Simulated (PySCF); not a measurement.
SMILES FC(F)(F)c1ccc(C(F)(F)F)s1 (C6H2F6S) at its GFN2-xTB optimised geometry (Å):

```
15

F     -0.7793    -3.3402     0.0750
C     -1.4823    -2.2046    -0.0085
F     -2.3517    -2.2096     1.0144
F     -2.2206    -2.2898    -1.1278
C     -0.5932    -1.0066     0.0000
C      0.7724    -1.0066     0.0000
C      1.3014     0.2963     0.0017
C      0.3222     1.2483     0.0007
C      0.5199     2.7270     0.0108
F      1.8142     3.0513    -0.0929
F      0.0691     3.2987     1.1400
F     -0.1163     3.3402    -0.9993
S     -1.2659     0.5797     0.0000
H      1.3673    -1.9015     0.0001
H      2.3517     0.5233     0.0018
```

Computed with PBE/def2-TZVP in PySCF. Cells within 0.4 Å of a nucleus heavier than hydrogen are left out (blank, or x).

Map of the deformation density (molecule minus spherical neutral atoms) (e/bohr³) on the plane z = 0.8 Å:

```
|333333333333333333333333333|
|333333333333333333333333333|
|333333333333333333333333333|
|333333333333333333333333333|
|333333333333343223333333333|
|3333333333334x3213333333333|
|333333333333326112333333333|
|333333333322222012333333333|
|333333333222111112233333333|
|333333333222222212223333333|
|333333333323322322222333333|
|333333333443323422222233333|
|333333333442112212222233333|
|333333322233111221222333333|
|333333322233211332222333333|
|333333322222232122223333333|
|333333332122232122223333333|
|333333353212222222223333333|
|3333334xx400122222233333333|
|333333492301222222233333333|
|333333332112333222333333333|
|333333332223333333333333333|
|333333333333333333333333333|
|333333333333333333333333333|
|333333333333333333333333333|
|333333333333333333333333333|
|333333333333333333333333333|
```
Scale: ten equal steps from -0.020 (start of '0') to 0.043 (end of '9'), in the order '0123456789'; x runs from -5.50 to 5.50, y from -5.50 (bottom) to 5.50 (top).
